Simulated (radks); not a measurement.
All-electron atom: Dy in [Xe] 4f8.75 5d1.25 6s2 (fractional occupations, a model configuration). All-electron calculation, scalar-relativistic Kohn-Sham, SCAN, spin-unpolarised, spherical densities, finite nucleus; meta-GGA in the generalised Kohn-Sham scheme; Fermi nuclear charge, rms radius 5.2218 fm. Program: a radial shooting solver on a logarithmic mesh with Libxc functionals.

Radial electron density D(r) = 4 pi r^2 rho(r):

| r (bohr) | D(r) (e/bohr) |
|---|---|
| 0.003027 | 24.97 |
| 0.004135 | 37.25 |
| 0.005649 | 52.66 |
| 0.007656 | 68.89 |
| 0.01046 | 82.75 |
| 0.01418 | 88.56 |
| 0.01937 | 84.73 |
| 0.02625 | 78.51 |
| 0.03586 | 84.28 |
| 0.0486 | 105.2 |
| 0.06639 | 118.0 |
| 0.08998 | 102.1 |
| 0.1229 | 89.03 |
| 0.1666 | 103.3 |
| 0.2276 | 89.85 |
| 0.3109 | 50.02 |
| 0.4214 | 50.66 |
| 0.5757 | 50.21 |
| 0.7802 | 27.06 |
| 1.066 | 14.51 |
| 1.445 | 9.116 |
| 1.973 | 3.906 |
| 2.675 | 1.556 |
| 3.654 | 0.8831 |
| 4.952 | 0.3986 |
| 6.765 | 0.08407 |
| 9.169 | 0.007276 |
| 12.53 | 0.0002048 |

D(r) has 4 maxima, at r = 0.0145, 0.0653, 0.182, 0.494 bohr, and minima at 0.0278, 0.119, 0.353 bohr, inside which lie 1.92, 11.15, 29.43 electrons.
